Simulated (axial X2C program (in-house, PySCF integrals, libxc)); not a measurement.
**Potential curves of VCl⁻, without spin–orbit coupling**

All values were computed with an axial X2C code built on PySCF integrals. Spin-free means the one-electron spin-free X2C Hamiltonian. Basis: V dyall-acv3z [11s11p7d4f2g], Cl dyall-av3z [9s8p3d2f] (cores contracted in-house); Gaussian nuclei, density fitting, unrestricted open shells. Masses: V 50.944 u, Cl 34.969 u.

State: M_S = 5/2, Λ = 0 (beyond evenly filled blocks: σα, π+α, π-α, δ+α, δ-α). Energies in eV from the lowest point of each curve. Fits are polynomials in 1 − R0/R over 0.85 to 1.23 times the lowest point R0.

| R (Å) | MP2 | BP86 | PBE0 |
| --- | --- | --- | --- |
| 2.1704 | 0.2721 | 0.0959 | 0.1819 |
| 2.2419 | 0.1241 | 0.0225 | 0.0692 |
| 2.3134 | 0.0388 | 0.0000 | 0.0135 |
| 2.3850 | 0.0006 | 0.0142 | 0.0000 |
| 2.4685 | 0.0000 | 0.0627 | 0.0225 |
| 2.5519 | 0.0326 | 0.1338 | 0.0731 |
| 2.6593 | 0.1062 | 0.2447 | 0.1637 |

Correlated methods: 13 electrons correlated (number of frozen shells: V 3 s, 2 p; Cl 2 s, 1 p), 295 virtual spin orbitals or spinors in MP2.

Occupations by symmetry block were frozen at the best pattern of an incomplete PBE0 search. Other states lie close and PBE0, whose exact exchange favours high spin, may order them wrongly; the determinant shown need not be the ground state. The nearest other spin-free determinant of the search, M_S = 5/2, Λ = 1, lies 0.14 eV up at the distance of the search. The outer-core s and p shells of the metal are frozen in the correlated rows, which leaves out core–valence correlation; for alkali and alkaline-earth bonds that tends to lengthen them. The highest occupied level of some functionals is positive through self-interaction error; at Hartree–Fock it is bound. MP2 and coupled cluster on one determinant become unreliable at the stretched end.

**Question.** Fit the MP2 curve near its minimum: give the equilibrium distance and the harmonic wavenumber.

**Answer.** At MP2, spin-free: Re = 2.427 Å, ωe ≈ 273 cm⁻¹; Be follows as 0.138 cm⁻¹.

**Question.** Fit the BP86 curve near its minimum: give the equilibrium distance and the harmonic wavenumber.

**Answer.** At BP86, spin-free: Re = 2.318 Å, ωe ≈ 302 cm⁻¹; Be follows as 0.151 cm⁻¹.

**Question.** Fit the PBE0 curve near its minimum: give the equilibrium distance and the harmonic wavenumber.

**Answer.** At PBE0, spin-free: Re = 2.377 Å, ωe ≈ 285 cm⁻¹; Be follows as 0.144 cm⁻¹.
